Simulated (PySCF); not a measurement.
C₃H₅N₃, SMILES [nH]1cc[nH]c1=N.

The structure is a stationary point at B3LYP-D3(BJ)/def2-SVP.

The numbers are results of B3LYP-D3(BJ)/def2-SVP (PySCF), not measurements.

Harmonic, unscaled wavenumbers; measured fundamentals usually lie a few per cent lower.

```json
[
 {"mode": "1", "ν (cm⁻¹)": "172", "IR (km/mol)": "25.2", "Raman (Å⁴/amu)": "0.2", "depolarisation": "0.75", "moving atoms (share of kinetic energy)": "N 67 %, C 21 %, H 12 %"},
 {"mode": "2", "ν (cm⁻¹)": "337", "IR (km/mol)": "8.0", "Raman (Å⁴/amu)": "2.7", "depolarisation": "0.75", "moving atoms (share of kinetic energy)": "H 78 %, N 20 %"},
 {"mode": "3", "ν (cm⁻¹)": "432", "IR (km/mol)": "102.4", "Raman (Å⁴/amu)": "1.5", "depolarisation": "0.75", "moving atoms (share of kinetic energy)": "H 90 %, N 9 %"},
 {"mode": "4", "ν (cm⁻¹)": "460", "IR (km/mol)": "11.6", "Raman (Å⁴/amu)": "6.1", "depolarisation": "0.68", "moving atoms (share of kinetic energy)": "N 58 %, H 25 %, C 17 %"},
 {"mode": "5", "ν (cm⁻¹)": "598", "IR (km/mol)": "2.7", "Raman (Å⁴/amu)": "1.4", "depolarisation": "0.75", "moving atoms (share of kinetic energy)": "C 54 %, H 28 %, N 18 %"},
 {"mode": "6", "ν (cm⁻¹)": "649", "IR (km/mol)": "159.7", "Raman (Å⁴/amu)": "1.6", "depolarisation": "0.75", "moving atoms (share of kinetic energy)": "H 77 %, C 21 %"},
 {"mode": "7", "ν (cm⁻¹)": "672", "IR (km/mol)": "33.2", "Raman (Å⁴/amu)": "3.5", "depolarisation": "0.75", "moving atoms (share of kinetic energy)": "H 86 %"},
 {"mode": "8", "ν (cm⁻¹)": "731", "IR (km/mol)": "5.9", "Raman (Å⁴/amu)": "13.5", "depolarisation": "0.29", "moving atoms (share of kinetic energy)": "N 56 %, C 36 %, H 9 %"},
 {"mode": "9", "ν (cm⁻¹)": "738", "IR (km/mol)": "0.1", "Raman (Å⁴/amu)": "0.5", "depolarisation": "0.75", "moving atoms (share of kinetic energy)": "C 70 %, N 22 %, H 8 %"},
 {"mode": "10", "ν (cm⁻¹)": "813", "IR (km/mol)": "0.7", "Raman (Å⁴/amu)": "0.7", "depolarisation": "0.75", "moving atoms (share of kinetic energy)": "H 80 %, C 20 %"},
 {"mode": "11", "ν (cm⁻¹)": "906", "IR (km/mol)": "9.1", "Raman (Å⁴/amu)": "4.3", "depolarisation": "0.75", "moving atoms (share of kinetic energy)": "C 68 %, N 21 %, H 11 %"},
 {"mode": "12", "ν (cm⁻¹)": "961", "IR (km/mol)": "15.8", "Raman (Å⁴/amu)": "11.0", "depolarisation": "0.23", "moving atoms (share of kinetic energy)": "N 64 %, H 34 %"},
 {"mode": "13", "ν (cm⁻¹)": "1048", "IR (km/mol)": "82.7", "Raman (Å⁴/amu)": "0.9", "depolarisation": "0.65", "moving atoms (share of kinetic energy)": "H 61 %, N 31 %, C 8 %"},
 {"mode": "14", "ν (cm⁻¹)": "1089", "IR (km/mol)": "75.9", "Raman (Å⁴/amu)": "1.7", "depolarisation": "0.61", "moving atoms (share of kinetic energy)": "H 66 %, N 21 %, C 13 %"},
 {"mode": "15", "ν (cm⁻¹)": "1126", "IR (km/mol)": "22.5", "Raman (Å⁴/amu)": "9.7", "depolarisation": "0.53", "moving atoms (share of kinetic energy)": "H 85 %, N 10 %"},
 {"mode": "16", "ν (cm⁻¹)": "1139", "IR (km/mol)": "0.1", "Raman (Å⁴/amu)": "14.3", "depolarisation": "0.18", "moving atoms (share of kinetic energy)": "H 39 %, C 36 %, N 24 %"},
 {"mode": "17", "ν (cm⁻¹)": "1284", "IR (km/mol)": "36.9", "Raman (Å⁴/amu)": "3.5", "depolarisation": "0.75", "moving atoms (share of kinetic energy)": "H 50 %, C 43 %"},
 {"mode": "18", "ν (cm⁻¹)": "1377", "IR (km/mol)": "8.3", "Raman (Å⁴/amu)": "10.8", "depolarisation": "0.74", "moving atoms (share of kinetic energy)": "H 51 %, N 36 %, C 12 %"},
 {"mode": "19", "ν (cm⁻¹)": "1402", "IR (km/mol)": "6.1", "Raman (Å⁴/amu)": "11.2", "depolarisation": "0.28", "moving atoms (share of kinetic energy)": "N 51 %, H 31 %, C 18 %"},
 {"mode": "20", "ν (cm⁻¹)": "1450", "IR (km/mol)": "45.5", "Raman (Å⁴/amu)": "4.4", "depolarisation": "0.68", "moving atoms (share of kinetic energy)": "C 51 %, H 30 %, N 19 %"},
 {"mode": "21", "ν (cm⁻¹)": "1650", "IR (km/mol)": "3.7", "Raman (Å⁴/amu)": "29.7", "depolarisation": "0.09", "moving atoms (share of kinetic energy)": "C 84 %, H 14 %"},
 {"mode": "22", "ν (cm⁻¹)": "1779", "IR (km/mol)": "614.6", "Raman (Å⁴/amu)": "5.7", "depolarisation": "0.43", "moving atoms (share of kinetic energy)": "C 66 %, N 27 %"},
 {"mode": "23", "ν (cm⁻¹)": "3273", "IR (km/mol)": "3.1", "Raman (Å⁴/amu)": "65.8", "depolarisation": "0.75", "moving atoms (share of kinetic energy)": "H 92 %, C 8 %"},
 {"mode": "24", "ν (cm⁻¹)": "3293", "IR (km/mol)": "0.2", "Raman (Å⁴/amu)": "125.8", "depolarisation": "0.13", "moving atoms (share of kinetic energy)": "H 90 %, C 10 %"},
 {"mode": "25", "ν (cm⁻¹)": "3530", "IR (km/mol)": "3.0", "Raman (Å⁴/amu)": "142.5", "depolarisation": "0.32", "moving atoms (share of kinetic energy)": "H 93 %"},
 {"mode": "26", "ν (cm⁻¹)": "3692", "IR (km/mol)": "59.5", "Raman (Å⁴/amu)": "110.0", "depolarisation": "0.25", "moving atoms (share of kinetic energy)": "H 93 %"},
 {"mode": "27", "ν (cm⁻¹)": "3693", "IR (km/mol)": "97.6", "Raman (Å⁴/amu)": "57.0", "depolarisation": "0.32", "moving atoms (share of kinetic energy)": "H 93 %"}
]
```
